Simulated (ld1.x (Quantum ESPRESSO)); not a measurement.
**What one change does to a pseudopotential (Zr, TM)**

zirconium (Zr), norm-conserving Troullier–Martins (Kleinman–Bylander form), made with ld1.x (Quantum ESPRESSO) 7.5 (LDA (PZ), fully relativistic). Core [Kr], reference 4d2 5s1 5p1. Waves: 5p (bound): rc 3.85 bohr; 4d (bound): rc 2.80 bohr; 5s (bound): rc 2.80 bohr. Local part: the s channel. Core correction: Bessel-smoothed model core inside 1.95 bohr.

Open shells are filled in proportion to 2j + 1 (rel_dist='average').

Change: wave 5p (bound): rc 3.85 bohr becomes 5p (bound): rc 2.92 bohr.

Cutoffs: the cutoffs (Ry, on a coarse ladder) from which the occupation-weighted sum of valence levels, in a spherical-Bessel basis at the reference potential, stays within 10 and 1 mRy of its value at 400 Ry; they do not see the model core or the augmentation charge, which bear on the density cutoff. Errors are all-electron minus pseudo energies relative to the spin-unpolarised reference configuration.

Question: How do hardness, ghosts and transferability respond?

Answer: The potential gets neither clearly harder nor softer (21 Ry and 25 Ry → 21 Ry and 25 Ry); the d channel sets the loose cutoff, while the largest relative change is in p, which becomes harder; of the 7 tests that both files solve, the error grows in 1 and shrinks in 4 by more than 15 % and 0.3 meV (median size 4.0 → 1.7 meV); neither file shows a bound ghost.

| quantity | base | changed |
| --- | --- | --- |
| cutoff, loose | 21 Ry | 21 Ry |
| cutoff, tight | 25 Ry | 25 Ry |
| loose cutoff by channel (10 mRy a level) | p 6 Ry, d 18 Ry, s 6 Ry | p 8 Ry, d 18 Ry, s 6 Ry |
| bound ghosts | none | none |
| error for 4d2 5s2 5p0, meV [ΔE -3.11 eV] | -3.0 | -1.7 |
| error for 4d2 5s1 5p0, meV [ΔE 4.24 eV] | -2.0 | -1.1 |
| error for 4d2 5s0 5p0, meV [ΔE 17.48 eV] | -20 | -22 |
| error for 4d2 5s0 5p2, meV [ΔE 3.28 eV] | -4.0 | -1.7 |
| error for 4d1 5s2 5p1, meV [ΔE -0.05 eV] | -103 | -99 |
| error for 4d1 5s2 5p0, meV [ΔE 4.71 eV] | -68 | -84 |
| error for 4d2 5s0 5p1, meV [ΔE 8.05 eV] | -3.2 | -1.7 |
